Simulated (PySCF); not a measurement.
Gas-phase reaction: Ge3H8 + GeHF3 ⇌ 3 GeH3 + GeF3

Energies from PySCF, thermal terms from the rigid-rotor harmonic-oscillator model, ideal gas at 1 bar. † marks an energy on the PBE0/def2-TZVP geometry and frequencies; other levels use their own. MP2 freezes the core. 6-31G* has spherical d functions here. Open shells (unrestricted): GeH3 (multiplicity 2), GeF3 (multiplicity 2); the rest are closed-shell singlets. Ge: all electrons, no relativistic terms. GeHF3, GeH3, GeF3: computed as isolated molecules; such fragments, hydroxides, amides, oligomers or adducts are transient or little studied in the gas. MP2 isn't extrapolated to the basis-set limit; its ΔH°(298 K) is 583.1 kJ in def2-SVP and 620.8 kJ in def2-TZVPP. The harmonic model lacks anharmonicity and excited electronic states, which grow with temperature; levels with a mode under 35 cm⁻¹ are left out. Internal rotation in Ge3H8 is treated as a harmonic vibration of one conformer, which makes the entropy rough.

```json
[
 {"level": "HF/6-31G*", "ΔE electronic, kJ": "464", "ΔH°(298 K), kJ": "441", "ΔS°(298 K), J/K": "310", "ΔG°(2000 K), kJ": "-135"},
 {"level": "HF/def2-TZVP†", "ΔE electronic, kJ": "454", "ΔH°(298 K), kJ": "433", "ΔS°(298 K), J/K": "308", "ΔG°(2000 K), kJ": "-136"},
 {"level": "M06-2X/def2-TZVP†", "ΔE electronic, kJ": "571", "ΔH°(298 K), kJ": "550", "ΔS°(298 K), J/K": "308", "ΔG°(2000 K), kJ": "-18"},
 {"level": "MP2/def2-SVP†", "ΔE electronic, kJ": "604", "ΔH°(298 K), kJ": "583", "ΔS°(298 K), J/K": "308", "ΔG°(2000 K), kJ": "15"},
 {"level": "MP2/def2-TZVPP†", "ΔE electronic, kJ": "642", "ΔH°(298 K), kJ": "621", "ΔS°(298 K), J/K": "308", "ΔG°(2000 K), kJ": "52"},
 {"level": "PBE0/def2-QZVP†", "ΔE electronic, kJ": "595", "ΔH°(298 K), kJ": "574", "ΔS°(298 K), J/K": "308", "ΔG°(2000 K), kJ": "6"},
 {"level": "PBE0/def2-SVP†", "ΔE electronic, kJ": "605", "ΔH°(298 K), kJ": "584", "ΔS°(298 K), J/K": "308", "ΔG°(2000 K), kJ": "16"}
]
```
ΔH° is lowest at HF/def2-TZVP† and highest at MP2/def2-TZVPP†. No reference value is set beside these.
